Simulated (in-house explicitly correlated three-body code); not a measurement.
Computed with an exponentially correlated three-body code. Model: two electrons around a point charge, non-relativistic, variational in 260 exponentially correlated functions (energies converged to about 1e-7 hartree, or 1e-8 relative for large Z).

Command:
```bash
python run_hyl.py task.json out
```
Settings (lengths in bohr, energies in hartree):
```
Z                      12
screening              0.9
interaction_strength   1
functions              260
states_tried           13
```

Run time, properties included: 46 s on 1 thread of Intel(R) Xeon(R) Platinum 8488C (Sapphire Rapids) (shared host).

**Those bound S and P states to n = 4 that converged, binding against the one-electron ion.**

Given: nuclear charge 12; Yukawa screening of all interactions 0.9 1/bohr.

Computed: one-electron threshold -61.7798738 hartree.

```
term  energy (hartree)  binding (eV)
1 1S       -117.080384        1504.8
2 3S       -69.6738303        214.81
2 1S                 ?             ?
2 3P       -68.9902585         196.2
2 1P       -68.7057829        188.46
3 3S       -62.7610858          26.7
3 1S                 ?             ?
3 3P       -62.5142082        19.982
3 1P        -62.468049        18.726
```

(1) What belongs in the row 2 1S?

(2) What belongs in the row 3 1S?

**Converged states only, values per electron or pair (inverse distances are <exp(-kr)/r>).**

```json
{"term": "1 1S", "mean r (bohr)": "0.12973", "mean r squared (bohr²)": "0.022563", "mean inverse r (1/bohr)": "10.791", "mean r12 (bohr)": "0.19075", "mean inverse r12 (1/bohr)": "6.3246", "mean cosine": "-0.011", "mean p1 dot p2 (bohr⁻²)": "1.46", "delta r1 (bohr⁻³)": "516.03", "delta r12 (bohr⁻³)": "57.61"}
{"term": "2 3S", "mean r (bohr)": "?", "mean r squared (bohr²)": "?", "mean inverse r (1/bohr)": "?", "mean r12 (bohr)": "?", "mean inverse r12 (1/bohr)": "?", "mean cosine": "?", "mean p1 dot p2 (bohr⁻²)": "?", "delta r1 (bohr⁻³)": "?", "delta r12 (bohr⁻³)": "-"}
{"term": "2 1S", "mean r (bohr)": "0.34757", "mean r squared (bohr²)": "0.20082", "mean inverse r (1/bohr)": "6.4985", "mean r12 (bohr)": "0.58358", "mean inverse r12 (1/bohr)": "1.7093", "mean cosine": "-0.0052768", "mean p1 dot p2 (bohr⁻²)": "0.1153", "delta r1 (bohr⁻³)": "297.89", "delta r12 (bohr⁻³)": "9.2229"}
{"term": "2 3P", "mean r (bohr)": "0.30108", "mean r squared (bohr²)": "0.14833", "mean inverse r (1/bohr)": "6.4974", "mean r12 (bohr)": "0.50468", "mean inverse r12 (1/bohr)": "1.7105", "mean cosine": "-0.066446", "mean p1 dot p2 (bohr⁻²)": "-8.4917", "delta r1 (bohr⁻³)": "271.4", "delta r12 (bohr⁻³)": "-"}
{"term": "2 1P", "mean r (bohr)": "0.30756", "mean r squared (bohr²)": "0.15578", "mean inverse r (1/bohr)": "6.4791", "mean r12 (bohr)": "0.49978", "mean inverse r12 (1/bohr)": "1.921", "mean cosine": "0.050941", "mean p1 dot p2 (bohr⁻²)": "8.1752", "delta r1 (bohr⁻³)": "273.27", "delta r12 (bohr⁻³)": "2.539"}
{"term": "3 3S", "mean r (bohr)": "0.82813", "mean r squared (bohr²)": "1.3564", "mean inverse r (1/bohr)": "5.7656", "mean r12 (bohr)": "1.5374", "mean inverse r12 (1/bohr)": "0.32836", "mean cosine": "-0.0006931", "mean p1 dot p2 (bohr⁻²)": "0.017115", "delta r1 (bohr⁻³)": "277.66", "delta r12 (bohr⁻³)": "-"}
{"term": "3 1S", "mean r (bohr)": "?", "mean r squared (bohr²)": "?", "mean inverse r (1/bohr)": "?", "mean r12 (bohr)": "?", "mean inverse r12 (1/bohr)": "?", "mean cosine": "?", "mean p1 dot p2 (bohr⁻²)": "?", "delta r1 (bohr⁻³)": "?", "delta r12 (bohr⁻³)": "?"}
{"term": "3 3P", "mean r (bohr)": "0.82025", "mean r squared (bohr²)": "1.3532", "mean inverse r (1/bohr)": "5.7498", "mean r12 (bohr)": "1.5225", "mean inverse r12 (1/bohr)": "0.36687", "mean cosine": "-0.0096756", "mean p1 dot p2 (bohr⁻²)": "-1.2121", "delta r1 (bohr⁻³)": "272.66", "delta r12 (bohr⁻³)": "-"}
{"term": "3 1P", "mean r (bohr)": "0.83803", "mean r squared (bohr²)": "1.4174", "mean inverse r (1/bohr)": "5.7441", "mean r12 (bohr)": "1.5556", "mean inverse r12 (1/bohr)": "0.39673", "mean cosine": "0.0073365", "mean p1 dot p2 (bohr⁻²)": "1.2059", "delta r1 (bohr⁻³)": "272.93", "delta r12 (bohr⁻³)": "0.4623"}
```

(3) What belongs in the row 2 3S?

(4) What belongs in the row 3 1S?

**Electric-dipole lines between converged S and P states, rate of the upper state's decay.**

```
s state  p state  p minus s (eV)  oscillator strength from s  rate (1/s)
   1 1S     2 1P          1316.3                     0.67178  1.6837e+13
   1 1S     3 1P          1486.1                    0.085837  2.7419e+12
   2 1S     2 1P               ?                           ?           ?
   2 1S     3 1P          184.86                     0.23057  1.1397e+11
   3 1S     2 1P         -163.64                   -0.043969  5.1088e+10
   3 1S     3 1P          6.1006                     0.36046  1.9404e+08
   2 3S     2 3P          18.601                     0.11149  5.5793e+08
   2 3S     3 3P          194.82                     0.22186   1.218e+11
   3 3S     2 3P               ?                           ?           ?
   3 3S     3 3P          6.7179                      0.3776  2.4648e+08
```

(5) What belongs in the row 2 1S 2 1P?

(6) What belongs in the row 3 3S 2 3P?

**Static dipole response.**

```tsv
state	polarisability (bohr³)
1 1S	0.00050435
2 1S	0.31828
2 3S	0.24685
```

Answers

(1) energy (hartree): -69.2615916; binding (eV): 203.59.

(2) energy (hartree): -62.6922404; binding (eV): 24.827.

(3) mean r (bohr): 0.33932; mean r squared (bohr²): 0.18976; mean inverse r (1/bohr): 6.522; mean r12 (bohr): 0.57311; mean inverse r12 (1/bohr): 1.3611; mean cosine: -0.0033824; mean p1 dot p2 (bohr⁻²): 0.09421; delta r1 (bohr⁻³): 299.25.

(4) mean r (bohr): 0.84933; mean r squared (bohr²): 1.4329; mean inverse r (1/bohr): 5.7585; mean r12 (bohr): 1.5788; mean inverse r12 (1/bohr): 0.38125; mean cosine: -0.0010229; mean p1 dot p2 (bohr⁻²): 0.021717; delta r1 (bohr⁻³): 277.4; delta r12 (bohr⁻³): 1.6501.

(5) p minus s (eV): 15.124; oscillator strength from s: 0.09542; rate (1/s): 3.1571e+08.

(6) p minus s (eV): -169.5; oscillator strength from s: -0.045849; rate (1/s): 5.7161e+10.
